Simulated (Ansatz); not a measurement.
C3H6AlBr at its PBE0-D4/def2-TZVP geometry, where that method's forces vanish. The species carries charge 0 and has multiplicity 1. The bonds changed during the relaxation, so this is another structure than the one it started from.

```xyz
11

C    -1.4151   -0.2699   -0.2678
C    -0.0398    0.1178    0.1799
Br    1.5129   -1.6320   -2.5989
C     0.1615    0.8559    1.2769
Al    1.6007   -0.3705   -0.7208
H    -2.1869    0.1180    0.4039
H    -1.6202    0.1010   -1.2764
H    -1.5208   -1.3576   -0.3204
H     1.1571    1.1424    1.6091
H    -0.6619    1.2107    1.8982
H     3.0124    0.0842   -0.1836
```

(1) What forces (eV/Å) does r2SCAN-D4/def2-TZVPP give on these atoms in Ansatz 0.2.0? (Best estimate.)

Results:

(1) Computed: 
```
C1  -0.100 -0.011 -0.007
C2   0.081 -0.097 -0.155
Br3 -0.004 -0.012 -0.019
C4   0.035  0.127  0.190
Al5  0.048  0.002 -0.001
H6  -0.002 -0.005 -0.008
H7   0.000 -0.016  0.004
H8  -0.001  0.010 -0.012
H9  -0.015  0.001  0.003
H10 -0.006  0.005  0.007
H11 -0.036 -0.005 -0.004
```
